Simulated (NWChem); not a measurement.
# BH₂SOF; SMILES FB(S)O

```xyz
6

B      0.0138    -0.4576     0.0000
F     -1.1188    -1.1691     0.0000
O      1.2227    -1.0722     0.0000
H      1.1325    -2.0385     0.0000
S     -0.1217     1.3612     0.0000
H      1.2067     1.5946     0.0000
```
Atoms are numbered in this order, from 1.

Structure relaxed at the B3LYP/6-31G* (spherical d) level.

 Unshifted, non-relativistic core excitations; the lowest 4 roots alone, so stronger bands may lie above.

Problem. List the first O K-edge excitations from PBE/6-311G** (spherical d), restricted-window TDA (NWChem).

Solution. 
| state | energy (eV) | dipole oscillator strength | leading excitation (squared amplitude) |
|---|---|---|---|
| S1 | 510.7 | 0.0002 | 1s of atom 3 or its equivalents → LUMO (1.00) |
| S2 | 511.0 | 0.0136 | 1s of atom 3 or its equivalents → LUMO+1 (1.00) |
| S3 | 511.4 | 0.0062 | 1s of atom 3 or its equivalents → LUMO+2 (0.98) |
| S4 | 512.5 | 0.0067 | 1s of atom 3 or its equivalents → LUMO+3 (0.99) |
